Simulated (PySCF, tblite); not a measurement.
Species: C6H10ClN3.
Z-matrix (Å and degrees, GFN2-xTB geometry), rows numbered from 1:
```
C 
C   1  1.4813
N   2  1.3272  1  124.56
N   3  1.3096  2  105.71  1   179.96
C   4  1.4412  3  122.57  2  -179.97
C   5  1.5259  4  109.19  3  -118.81
C   5  1.5259  4  109.17  3   118.62
N   4  1.3101  3  114.98  2     0.01
C   8  1.3268  4  104.11  3     0.00
Cl  9  1.6979  2  128.10  1     0.02
H   1  1.0890  2  110.12  3   120.33
H   1  1.0857  2  109.52  3    -0.16
H   1  1.0889  2  110.08  3  -120.63
H   5  1.0944  4  105.30  3    -0.09
H   6  1.0875  5  110.41  4    58.82
H   6  1.0869  5  109.59  4   -60.94
H   6  1.0864  5  110.17  4   179.01
H   7  1.0869  5  109.62  4    60.99
H   7  1.0862  5  110.18  4  -178.95
H   7  1.0875  5  110.42  4   -58.84
```

Level of theory: PBE0/pcSseg-1 in PySCF (dipole) on a GFN2-xTB geometry, gas phase.

Take the most abundant isotopes and a rigid rotor. The values belong to one conformer with, in the numbering `[CH3:1][c:2]1[n:3][n:4]([CH:5]([CH3:6])[CH3:7])[n:8][c:9]1[Cl:10]`, N3–N4–C5–C6 -119°.

Problem. What are A, B and C (cm⁻¹)?

Solution. Ia = 250.97, Ib = 698.59, Ic = 837.82 u·Å²; 505379 MHz·u·Å²/I gives 2014, 723.4 and 603.2 MHz, that is A = 0.06717, B = 0.02413, C = 0.02012 cm⁻¹.

Problem. Classify the top.

Solution. An asymmetric top. Ray's parameter κ = (2B − A − C)/(A − C) = -0.830; −1 is the prolate and +1 the oblate limit.

Problem. Is it planar, by Δ = Ic − Ia − Ib?

Solution. Not planar: Δ = Ic − Ia − Ib = -111.74 u·Å². For a rigid frame Δ = −2 Σ m c², so Σ m c² = 55.87 u·Å² lies off the ab plane: 17.52 from hydrogen and 38.34 from heavier atoms. The atom farthest from that plane is 2.15 Å away.

Problem. Give the coordinates in the principal-axis frame, origin at the centre of mass.

Solution. The sense of each axis is arbitrary; atoms in the order of the calculation.
```json
{"atom": "C1", "mass (u)": "12.000", "a (Å)": "2.062", "b (Å)": "-2.117", "c (Å)": "0.000"}
{"atom": "C2", "mass (u)": "12.000", "a (Å)": "0.958", "b (Å)": "-1.128", "c (Å)": "-0.001"}
{"atom": "N3", "mass (u)": "14.003", "a (Å)": "-0.332", "b (Å)": "-1.440", "c (Å)": "-0.002"}
{"atom": "N4", "mass (u)": "14.003", "a (Å)": "-0.973", "b (Å)": "-0.298", "c (Å)": "-0.001"}
{"atom": "C5", "mass (u)": "12.000", "a (Å)": "-2.412", "b (Å)": "-0.216", "c (Å)": "-0.001"}
{"atom": "C6", "mass (u)": "12.000", "a (Å)": "-2.873", "b (Å)": "0.507", "c (Å)": "-1.263"}
{"atom": "C7", "mass (u)": "12.000", "a (Å)": "-2.873", "b (Å)": "0.501", "c (Å)": "1.265"}
{"atom": "N8", "mass (u)": "14.003", "a (Å)": "-0.208", "b (Å)": "0.765", "c (Å)": "0.000"}
{"atom": "C9", "mass (u)": "12.000", "a (Å)": "1.025", "b (Å)": "0.277", "c (Å)": "0.000"}
{"atom": "Cl10", "mass (u)": "34.969", "a (Å)": "2.410", "b (Å)": "1.259", "c (Å)": "0.001"}
{"atom": "H11", "mass (u)": "1.008", "a (Å)": "2.686", "b (Å)": "-1.982", "c (Å)": "-0.883"}
{"atom": "H12", "mass (u)": "1.008", "a (Å)": "1.649", "b (Å)": "-3.121", "c (Å)": "0.002"}
{"atom": "H13", "mass (u)": "1.008", "a (Å)": "2.687", "b (Å)": "-1.978", "c (Å)": "0.880"}
{"atom": "H14", "mass (u)": "1.008", "a (Å)": "-2.760", "b (Å)": "-1.254", "c (Å)": "-0.003"}
{"atom": "H15", "mass (u)": "1.008", "a (Å)": "-2.529", "b (Å)": "-0.021", "c (Å)": "-2.149"}
{"atom": "H16", "mass (u)": "1.008", "a (Å)": "-2.465", "b (Å)": "1.514", "c (Å)": "-1.276"}
{"atom": "H17", "mass (u)": "1.008", "a (Å)": "-3.958", "b (Å)": "0.562", "c (Å)": "-1.288"}
{"atom": "H18", "mass (u)": "1.008", "a (Å)": "-2.465", "b (Å)": "1.508", "c (Å)": "1.282"}
{"atom": "H19", "mass (u)": "1.008", "a (Å)": "-3.957", "b (Å)": "0.556", "c (Å)": "1.291"}
{"atom": "H20", "mass (u)": "1.008", "a (Å)": "-2.529", "b (Å)": "-0.031", "c (Å)": "2.149"}
```

Problem. Which lines would a microwave search look for?

Solution. The dipole components are |μa| = 1.42 D, |μb| = 0.96 D, |μc| = 0.00 D; the mirror of this Cs structure is the ab plane, so μc vanishes by symmetry and there are no c-type lines. The squared components, which scale the intensities, stand as 1.00 : 0.46 (a : b). Some lines, for components of 0.1 D or more:

```json
{"type": "b", "branch": "R", "J(Ka,Kc)": "2(0,2) ← 1(1,1)", "MHz": "1355", "lower level (cm⁻¹)": "0.087"}
{"type": "b", "branch": "Q", "J(Ka,Kc)": "1(1,0) ← 1(0,1)", "MHz": "1411", "lower level (cm⁻¹)": "0.044"}
{"type": "b", "branch": "Q", "J(Ka,Kc)": "2(1,1) ← 2(0,2)", "MHz": "1539", "lower level (cm⁻¹)": "0.132"}
{"type": "a", "branch": "R", "J(Ka,Kc)": "2(0,2) ← 1(0,1)", "MHz": "2645", "lower level (cm⁻¹)": "0.044"}
{"type": "a", "branch": "R", "J(Ka,Kc)": "2(1,1) ← 1(1,0)", "MHz": "2773", "lower level (cm⁻¹)": "0.091"}
{"type": "b", "branch": "Q", "J(Ka,Kc)": "2(2,1) ← 2(1,2)", "MHz": "4232", "lower level (cm⁻¹)": "0.172"}
{"type": "b", "branch": "Q", "J(Ka,Kc)": "3(3,0) ← 3(2,1)", "MHz": "6717", "lower level (cm⁻¹)": "0.447"}
{"type": "b", "branch": "Q", "J(Ka,Kc)": "3(3,1) ← 3(2,2)", "MHz": "6757", "lower level (cm⁻¹)": "0.446"}
{"type": "b", "branch": "R", "J(Ka,Kc)": "2(2,0) ← 1(1,1)", "MHz": "6773", "lower level (cm⁻¹)": "0.087"}
{"type": "b", "branch": "R", "J(Ka,Kc)": "3(2,2) ← 2(1,1)", "MHz": "7851", "lower level (cm⁻¹)": "0.184"}
{"type": "b", "branch": "R", "J(Ka,Kc)": "3(2,1) ← 2(1,2)", "MHz": "8251", "lower level (cm⁻¹)": "0.172"}
{"type": "b", "branch": "R", "J(Ka,Kc)": "3(3,1) ← 2(2,0)", "MHz": "10729", "lower level (cm⁻¹)": "0.313"}
{"type": "b", "branch": "R", "J(Ka,Kc)": "3(3,0) ← 2(2,1)", "MHz": "10737", "lower level (cm⁻¹)": "0.313"}
```

Problem. Estimate the classical rotational partition function at 100 K, 200 K and 500 K.

Solution. Point group Cs, symmetry number σ = 1; q = (√π/σ)·√((kT/h)³/(ABC)), k/h = 20836.6 MHz/K: 180000 at 100 K, 509000 at 200 K, 2010000 at 500 K.

Its GFN2-xTB frequencies are all real (lowest 30 cm⁻¹). These are rigid-rotor constants of the computed structure; measured ground-state constants (B0) also hold zero-point vibration. A rigid rotor knows nothing of internal rotation, which can split or shift real lines. Quadrupole hyperfine structure (14N, 35Cl) is left out.
